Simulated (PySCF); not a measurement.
Calculation: ωB97X-D3(BJ)/def2-TZVP // B3LYP-D3(BJ)/def2-TZVP run with PySCF. All species are isolated molecules in the gas phase. One relaxed conformer stands for a flexible species; it need not be the lowest. Excitations are Tamm–Dancoff values on a coarser integration grid. The basis has no diffuse functions, so Rydberg states are missing or too high.

Reference species (SMILES): `[Br][Al]([Br])[Br]` (neutral, multiplicity 1).

| Quantity | Value |
|---|---|
| S1–T1 gap (TDA) | 0.32 eV |
| S1 oscillator strength | 0.000 |
| T1 excitation (TDA) | 6.06 eV |

Changed species: `[SH][Al]([SH])[Br]` (H–S–Al–Br torsion -180°, Br–Al–S–H torsion 0°) (2 of 3 Br replaced by SH; the reference has 0 of 3 Br replaced by SH).

Task: What does the change do to the S1–T1 gap (TDA), S1 oscillator strength and T1 excitation (TDA)?

Result: the S1–T1 gap (TDA) falls by 0.03 eV, to 0.29 eV; the S1 oscillator strength stays essentially unchanged; the T1 excitation (TDA) falls by 0.22 eV, to 5.84 eV.
